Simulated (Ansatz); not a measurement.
CH6GeTe, SMILES `C[Te][GeH3]` from Hartree–Fock to CCSD(T)

Cartesian coordinates in Å:
```
C 0.096 -1.343 1.111
Te -0.578 0.684 1.348
Ge -0.100 1.319 -1.071
H -0.514 -1.849 0.366
H -0.027 -1.827 2.078
H 1.146 -1.352 0.826
H -0.496 2.792 -1.241
H -0.922 0.439 -2.029
H 1.395 1.136 -1.389
```

Total charge 0; spin multiplicity 1. Correlated methods include outer-core shells of Ge, Te, which these sets cover unevenly. Scalar relativity is left out up to krypton. Te: def2 effective core potential. The geometry is a stationary point of PBE0-D4/def2-TZVP. Frozen core, restricted reference, Ansatz.

```json
{"basis": "def2-SVP", "HF (Eh)": "-2383.43427", "MP2 corr.": "-0.50499", "CCSD corr.": "-0.54075", "(T)": "?", "CCSD(T) total": "?"}
{"basis": "def2-TZVPP", "HF (Eh)": "?", "MP2 corr.": "-0.91250", "CCSD corr.": "-0.91526", "(T)": "?", "CCSD(T) total": "?"}
{"basis": "def2-QZVPP", "HF (Eh)": "-2383.80311", "MP2 corr.": "?", "CCSD corr.": "–", "(T)": "–", "CCSD(T) total": "–"}
```

Problem. Fill in the withheld values. (Best estimate.)

Solution. The calculation gave: def2-SVP (T): -0.01586; def2-SVP CCSD(T) total: -2383.99088; def2-TZVPP HF (Eh): -2383.75690; def2-TZVPP (T): -0.02836; def2-TZVPP CCSD(T) total: -2384.70052; def2-QZVPP MP2 corr.: -1.34802.
